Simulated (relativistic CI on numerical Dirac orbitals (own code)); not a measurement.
Nd III: what numerical and physical settings do to a radial Dirac CI calculation

Reference input:

```
atom Nd  Z=60  charge=2  electrons=58
nucleus A=142  rms_radius_fm=4.9123
hamiltonian dirac-coulomb  breit=on  qed=on  c_scale=1
orbitals kli  potential=per-configuration
slater_scale 1
correlation none
mixing on
grid step=0.0125 r_max=86.5
scf mixing=0.4 start=green max_iterations=150 tolerance=2e-08 node_fill=0.05
configurations
  [Xe] 4f4
  [Xe] 4f3 6s
  [Xe] 4f2 6s2
  [Xe] 4f2 6s 6p
  [Xe] 4f2 6p2
end
```

Computed lowest total energy -9610.89246 Ha, first excitation 1097.2 cm⁻¹, 59 SCF steps. Runs with settings changed; * marks those that are bad on purpose (the QED terms keep the true α when c is scaled):

| Changed | Outcome | Lowest level | ΔE (Ha) | First excitation (cm⁻¹) | SCF steps | Message |
| --- | --- | --- | --- | --- | --- | --- |
| end of the grid at 60.55 bohr | converged | 4f4 5I_4 | 1.82e-12 | 1097.2 | 59 |  |
| speed of light × 2 | converged | 4f4 5I_4 | 254 | 281.2 | 57 |  |
| start potential thomas-fermi, QED terms off, node fill of the KLI weights 0.5 | converged | 4f4 5I_4 | -5.46 | 1361.7 | 62 |  |
| QED terms off, grid step 0.006 | converged | 4f4 5I_4 | -5.55 | 1090.9 | 60 |  |
| SCF mixing 2.5 * | converged | 4f4 5I_4 | 3.05e-09 | 1097.2 | 98 |  |
| SCF tolerance 0.05 * | converged | 4f4 5I_4 | -0.000329 | 1040.4 | 22 |  |

With so few configurations and no correlation, terms lie too far apart (by 10 to 50 % near neutrality), their order can be wrong, and levels of other configurations are missing.
